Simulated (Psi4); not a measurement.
A dimer, F4Si ··· Cl2 (SMILES F[Si](F)(F)F and ClCl), singlet; the first 5 atoms form monomer A.

```
7

F      1.5253    -0.1526    -0.3281
Si     0.0002    -0.0002     0.0001
F     -0.3297     1.5098     0.2602
F     -0.8493    -0.5186    -1.2107
F     -0.3465    -0.8384     1.2785
Cl    -1.2621    -6.1337    -0.5355
Cl     0.6870    -5.7682    -0.8836
```

Q: What interaction energy does Psi4 with SAPT0/jun-cc-pVDZ, frozen core give, and which attractive term is the largest?

A: Total -0.38 kJ/mol: electrostatics -0.12, exchange 0.00, induction -0.01, dispersion -0.25. The most attractive term is dispersion.
